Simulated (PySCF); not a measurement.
# MF3- across group 14

Level: PBE0, basis family def2-SVPD, scalar-relativistic core potentials from Rb on and no relativity for lighter atoms.

Each entry is the lowest minimum that a search over a few typed start shapes (and spin states, where more than one is plausible) found, or that minimum re-optimised at the stated level; isomers with ligand–ligand bonds, or fragments after loss of a ligand pair, can lie lower. Open shells are unrestricted; no spin–orbit coupling; PySCF with density fitting.

```csv
molecule,2S+1,point group,mean bond to the central atom (Å),lowest ω (cm⁻¹),highest ω (cm⁻¹),gap (eV),distinct angles (°)
GeF₃⁻,1,C3v,1.836,203,568,7.18,95
SnF₃⁻,?,?,?,?,?,?,?
PbF₃⁻,1,C3v,2.154,132,453,7.10,98
```

Task: Fill in the row of SnF₃⁻.

Result: 2S+1: 1; point group: C3v; mean bond to the central atom (Å): 2.035; lowest ω (cm⁻¹): 149; highest ω (cm⁻¹): 505; gap (eV): 6.77; distinct angles (°): 95.

The bond lengthens at every step; the largest change, 0.199 Å, falls between GeF₃⁻ and SnF₃⁻ among the members listed.

Spin–orbit coupling can matter for PbF₃⁻.

Left out of the table are members whose search was unfinished or whose lowest solution was spin-contaminated, unstable, very soft or bonded differently.
